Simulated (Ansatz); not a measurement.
`CC(F)C=N` and `C[CH](F)[InH2]` differ in one atom or group.

Ansatz, PBE0-D4/def2-TZVP geometries, multiplicity 1. Each molecule was computed in one conformer, which needn't be the lowest.

Elements past krypton have def2 core potentials.

```tsv
property	`CC(F)C=N`
HOMO–LUMO gap (PBE0/def2-TZVPP) / eV	7.44
LUMO energy (B3LYP/def2-TZVPP) / eV	-0.59
size of the dipole moment (B3LYP/def2-TZVPP) / D	2.83
LUMO energy (PBE0/def2-TZVPP) / eV	-0.30
HOMO energy (PBE/def2-TZVPP) / eV	-6.20
HOMO energy (ωB97M-V/def2-TZVPP) / eV	-10.15
```

What does the change do to each property? (Estimate.)

The calculation gave: 
```tsv
property	`C[CH](F)[InH2]`	shift
HOMO–LUMO gap (PBE0/def2-TZVPP) / eV	5.24	-2.20
LUMO energy (B3LYP/def2-TZVPP) / eV	-2.09	-1.50
size of the dipole moment (B3LYP/def2-TZVPP) / D	1.78	-1.05
LUMO energy (PBE0/def2-TZVPP) / eV	-1.79	-1.49
HOMO energy (PBE/def2-TZVPP) / eV	-5.83	0.37
HOMO energy (ωB97M-V/def2-TZVPP) / eV	-9.22	0.93
```

With PBE0 the HOMO rises by 0.71 eV and the LUMO falls by 1.49 eV, so the gap narrows by about 2.20 eV. PBE moves the HOMO by 0.37 eV and ωB97M-V by 0.93 eV. Dipoles are sizes alone; their direction can turn.

B3LYP here is the variant with VWN-RPA as its local correlation; programs differ in this.
